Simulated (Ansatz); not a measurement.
A structure relaxed at r2SCAN-D4/def2-SVPD in Ansatz, charge -1, singlet:

Cartesian coordinates in Å:
```
K -0.336 -1.934 1.612
Bi -2.295 0.262 -0.072
Bi 0.246 1.943 0.291
Bi 0.105 0.080 -1.976
Bi 2.280 -0.351 0.146
```

(1) Give its formula and point group.

(2) Summarise the bond lengths by kind (pairs closer than 1.2 times the sum of covalent radii, bridged metal pairs left out).

Answers

(1) KBi4⁻. Point group C2v (tolerance 0.1 Å).

(2) 5 × Bi–Bi 2.94 to 3.07 Å; 4 × Bi–K 3.39 to 4.14 Å.

In the def2 sets Bi takes a core potential; there is no spin–orbit coupling. The restricted singlet is unstable towards broken spin symmetry in Hartree–Fock (as tested in another run); at r2SCAN-D4/def2-SVPD this wasn't settled. The highest occupied level of the charge -1 singlet lies above zero (up to 0.08 eV). The electron is either unbound and held by the finite basis, or the level is raised by self-interaction error. The structure comes from a short search, and lower isomers may exist.
